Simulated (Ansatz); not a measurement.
Gas-phase electronic energies from Ansatz, PBE0-D4/def2-TZVP geometries. CCSD(T)/CBS is the MP2 limit (def2-TZVPP, def2-QZVPP) plus CCSD(T) − MP2 in def2-TZVPP, frozen cores. DFT in def2-TZVPP. One conformer a species, not always the lowest.

Consider the ligand exchange at the Si–N bond: `CN([SiH2]O)[SiH2]Cl` + `O[Si](F)(Cl)Cl` → `O[SiH2]O[Si](F)(Cl)Cl` + `CN[SiH2]Cl`.

`CN([SiH2]O)[SiH2]Cl`:

Z-matrix (Å, degrees):
```
C
N 1 1.463
H 1 1.092 2 110.5
H 1 1.094 2 111.2 3 -118.9
H 1 1.095 2 111.8 3 120.3
Si 2 1.734 1 117.6 3 179.4
Si 2 1.707 1 120.4 3 -11.5
O 6 1.640 2 109.2 1 155.2
H 6 1.481 2 112.8 1 -88.4
H 6 1.489 2 106.7 1 32.2
Cl 7 2.079 2 112.2 1 -94.2
H 7 1.480 2 108.7 1 22.8
H 7 1.476 2 111.5 1 148.0
H 8 0.960 6 117.9 2 -59.3
```

`O[Si](F)(Cl)Cl`:

```xyz
6

O     0.311   -1.255    0.292
Si   -0.178    0.212   -0.163
F    -1.504    0.628    0.586
Cl    1.204    1.629    0.273
Cl   -0.560    0.147   -2.137
H     0.727   -1.360    1.149
```

`O[SiH2]O[Si](F)(Cl)Cl`:

```xyz
10

O    -1.370   -1.365   -1.115
Si   -0.414   -0.068   -1.375
O     0.074    0.616    0.042
Si    0.792    0.433    1.457
F    -0.276    0.009    2.538
Cl    2.206   -1.011    1.386
Cl    1.605    2.183    2.044
H    -2.257   -1.231   -0.779
H     0.768   -0.573   -2.099
H    -1.128    1.008   -2.098
```

`CN[SiH2]Cl`:

```xyz
10

C    -0.881   -1.046    0.352
N     0.319   -0.532   -0.280
Si    0.670    1.121   -0.436
Cl    1.099    2.091    1.347
H    -0.768   -1.194    1.432
H    -1.180   -1.996   -0.098
H    -1.702   -0.341    0.199
H     1.095   -1.175   -0.257
H     1.871    1.258   -1.287
H    -0.523    1.815   -0.971
```

```csv
level,ΔE (kJ/mol)
ωB97X-V,-64.8
B2PLYP,-70.7
PBE,-61.9
HF/def2-TZVPP,-87.7
CCSD/def2-TZVPP,-67.8
SCS-MP2/def2-QZVPP,-68.0
HF/CBS(def2),-89.7
MP2/CBS(def2),-62.7
```

Question: What does CCSD(T)/CBS give? (An estimate is asked.)

Answer: Ansatz gave: -64.6 kJ/mol. The listed levels differ from it by -0.2, -6.1, 2.7, -23.1, -3.2, -3.4, -25.1, 1.9 kJ/mol.

Largest T1 diagnostic among the species: 0.011.

In def2-TZVPP, CCSD(T) changes the Hartree–Fock value by +23.8 kJ/mol (the triples alone add +4.0 kJ/mol) and MP2 by +25.7 kJ/mol. The D4 term adds +7.4 kJ/mol with B3LYP and +3.7 kJ/mol with PBE0; it sums over pairs of atoms, weighted by their polarisabilities, and B3LYP, whose exchange is more repulsive, gets the larger term.

B3LYP here is the variant with VWN-RPA as its local correlation; programs differ in this.
